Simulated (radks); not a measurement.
Charge is removed step by step from the 4s level of the rubidium ion Rb2+, starting from [Ar] 3d10 4s2 4p5. Calculated with a radial shooting solver on a logarithmic mesh with Libxc functionals: scalar-relativistic Kohn-Sham, PBE, spin-unpolarised, spherical densities, point nucleus.

\begin{tabular}{lrrr}
removed (e) & E - E(0) (eV) & eigenvalue (eV) & E minus straight line (eV) \\ \hline
0 & 0.000 & -50.370 & 0.000 \\
0.1 & 5.106 & -51.776 & -0.645 \\
0.2 & 10.354 & -53.190 & -1.148 \\
0.3 & 15.743 & -54.613 & -1.510 \\
0.4 & 21.275 & -56.045 & -1.729 \\
0.5 & 26.951 & -57.485 & -1.804 \\
0.6 & 32.771 & -58.932 & -1.735 \\
0.7 & 38.736 & -60.388 & -1.521 \\
0.8 & 44.847 & -61.851 & -1.161 \\
0.9 & 51.105 & -63.322 & -0.654 \\
1 & 57.510 & -64.801 & 0.000 \\
\end{tabular}

Removing the whole electron costs 57.510 eV by Delta-SCF, against 50.370 eV from minus the eigenvalue at the starting occupation. Slater's transition state (half an electron removed) gives 57.485 eV. Integrating minus the eigenvalue over the occupation (Janak's theorem) gives 57.518 eV. In this scalar-relativistic scheme the density is built from large components alone, so the theorem holds only approximately. The mean slope of the eigenvalue, de/dn, is 14.4 eV per electron.
